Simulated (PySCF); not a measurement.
**Al: excitation energy**

Al [Ne] 3s2 3p1 (2P) → Al [Ne] 3s1 3p1 4s1 (4P), as a difference of total energies. Computed with PySCF 2.14 in aug-cc-pV(D+d)Z, with no relativity, point nucleus. Correlated levels: valence: [Ne] frozen. The calculations carry no spin-orbit coupling.

```
           method  excitation energy (eV)
              UHF                   6.452
    MP2 (valence)                   7.155
SCS-MP2 (valence)                   7.373
   CCSD (valence)                   7.489
CCSD(T) (valence)                   7.510
  CCSDT (valence)                   7.520
    FCI (valence)                   7.520
```

Problem. How much does correlation contribute at CCSD(T) (valence)?

Solution. 7.510 − (6.452) = 1.058 eV, measured against UHF.

The upper state lies above the first ionisation limit, but in LS coupling its spin forbids autoionisation to the ground ion. A Rydberg-like electron needs more diffuse functions than a valence basis has.

The promoted electron is Rydberg-like, and one or two diffuse shells describe it only roughly, which tends to raise the upper state.
